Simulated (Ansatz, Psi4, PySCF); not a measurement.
glyoxal (C₂H₂O₂), singlet, geometry from GFN2-xTB. Base run: B97M-V/def2-TZVP in PySCF.

The PySCF input:
```python
from pyscf import gto, scf, dft

mol = gto.Mole()
mol.atom = '''
    C     0.02026430    0.75833993    0.00748046
    C    -0.02026430   -0.75833993   -0.00748046
    O     1.03960208    1.38537393    0.03158832
    H    -0.97907997    1.22841153   -0.00597192
    O    -1.03960208   -1.38537393   -0.03158832
    H     0.97907997   -1.22841153    0.00597192
'''
mol.basis = 'def2-tzvp'
mol.verbose = 3
mol.build()

mf = dft.RKS(mol)
mf.xc = 'b97m_v'
mf.kernel()
```

The same geometry, method and basis name were run in Ansatz (an electronic-structure program) and Psi4 and PySCF, at each program's defaults and at the settings that a row names. The base is PySCF at its defaults. Differences at the defaults can come from grids, fitting, cores and function types together.

| code and settings | ΔE vs base (mEh) | basis functions | E (Eh) | SCF cycles |
|---|---|---|---|---|
| PySCF, defaults (exact integrals, its default grid, spherical functions) | 0.000 | 136 | -227.86998 | 8 |
| Psi4, defaults (density fitting with its default set, its default grid, spherical functions) | -0.051 | 136 | -227.87003 | 8 |
| Ansatz, defaults (factorised integrals, its default grid, spherical functions) | 0.015 | 136 | -227.86996 | - |
| PySCF, density fitting with def2-universal-jkfit | -0.061 | 136 | -227.87004 | 8 |
| PySCF, fine grid | 0.017 | 136 | -227.86996 | 8 |
| Psi4, exact integrals, spherical functions, fine grid | 0.018 | 136 | -227.86996 | 10 |
| Ansatz, high accuracy | 0.015 | 136 | -227.86996 | - |
